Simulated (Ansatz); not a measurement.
Gas-phase electronic energies from Ansatz, PBE0-D4/def2-TZVP geometries. CCSD(T)/CBS is the MP2 limit (def2-TZVPP, def2-QZVPP) plus CCSD(T) − MP2 in def2-TZVPP, frozen cores. Functionals use def2-TZVPP. Each species was taken in one conformer, which may not be the lowest.

Consider the substitution at a C–C bond: `CCCCCCCC=O` + `OCF` → `O=CCOCF` + `CCCCCC`.

Problem. Is it downhill or uphill in electronic energy at CCSD(T)/CBS, and by how much? (An estimate is asked.)

Solution. Computed: Uphill: ΔE = +0.50 eV.

Problem. What do these levels give: PBE-D4, PBE0-D4, ωB97X-V, ωB97M-V, PBE, PBE0, MP2/def2-TZVPP, CCSD(T)/def2-TZVPP, HF/def2-QZVPP, MP2/def2-QZVPP, HF/CBS(def2), MP2/CBS(def2)? (Estimate.)

Solution. Computed: PBE-D4 0.45, PBE0-D4 0.47, ωB97X-V 0.42, ωB97M-V 0.45, PBE 0.45, PBE0 0.48, MP2/def2-TZVPP 0.52, CCSD(T)/def2-TZVPP 0.47, HF/def2-QZVPP 0.42, MP2/def2-QZVPP 0.54, HF/CBS(def2) 0.42, MP2/CBS(def2) 0.55 eV.

Largest T1 diagnostic among the species: 0.013.

In def2-TZVPP, CCSD(T) changes the Hartree–Fock value by +0.05 eV (the triples alone add −0.00 eV) and MP2 by +0.10 eV.
